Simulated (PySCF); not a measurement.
**Two-component Hartree-Fock for Co⁵⁺ (cobalt, charge +5)**

Start: [Ar] 3d4; 3d3/2 filled at m_j = -3/2, -1/2, +1/2, +3/2. Calculated with PySCF 2.14 in an even-tempered Gaussian basis (18 s from 0.2 bohr⁻², ratio 2.8; 13 p from 0.26 bohr⁻², ratio 2.8; 9 d from 0.26 bohr⁻², ratio 2.8; 4 f from 1.3 bohr⁻², ratio 3): generalised Hartree-Fock with the X2C-1e Hamiltonian and a Gaussian nucleus; spin-orbit coupling (SO) screened by Boettger's factors.

```tsv
spinor shell	electrons	ε, screened SO (eV)	weight of nominal j (screened SO)	rms radius, screened SO (bohr)
1s1/2	2	-7866.0	1.000	0.0649
2s1/2	2	-1056.4	1.000	0.276
2p1/2	2	-924.94	0.976	0.247
2p3/2	4	-908.52	0.988	0.249
3s1/2	2	-210.10	1.000	0.804
3p1/2	2	-167.45	0.649	0.837
3p3/2	4	-164.12	0.825	0.843
3d3/2	4	-104.73	0.520	0.900
```

```tsv
quantity	screened SO
E (hartree)	-1385.19650
M_J	0
⟨J²⟩	3.875
⟨L²⟩	5.997
⟨S²⟩	5.994
```

The determinant has a definite M_J but mixes levels of different J.

Each row is a mean over spinors that exchange with the open shell spreads, by up to 17.140 eV (3p3/2).

Rows whose weight is well below 1 are mixtures of j = l ± 1/2: exchange outweighs spin-orbit coupling there, and the label is only the starting occupation.
